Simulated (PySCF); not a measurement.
B(F)(SeH)2 (BFH2Se2), SMILES FB([SeH])[SeH].

Coordinates come from a B3LYP-D3(BJ)/def2-SVP optimisation. The structure was generated by enumeration, and PubChem lists no compound with its InChIKey, so it may never have been made. One conformer was computed; it need not be the lowest.

Two levels are set side by side: PBE/def2-TZVP (PySCF) and B3LYP/def2-TZVP (PySCF). Same geometry, gas phase. Differences are taken from unrounded values.

| quantity | B3LYP | PBE | PBE minus B3LYP |
|---|---|---|---|
| orbital gap (eV) | 6.16 | 4.58 | -1.58 |
| highest occupied level (eV) | -7.00 | -6.13 | 0.88 |
| lowest empty level (eV) | -0.85 | -1.55 | -0.71 |
| dipole moment (D) | 0.84 | 0.80 | -0.04 |
| mean polarisability (bohr³) | 67.4 | 69.4 | 2.0 |

Without exact exchange PBE keeps part of each electron's self-repulsion, which lifts occupied levels and narrows the gap. Differences between two approximate levels are no errors against the true value.

Rough cost on one machine, each run with all the roots and properties that it gave: B3LYP against PBE within a factor of 2.
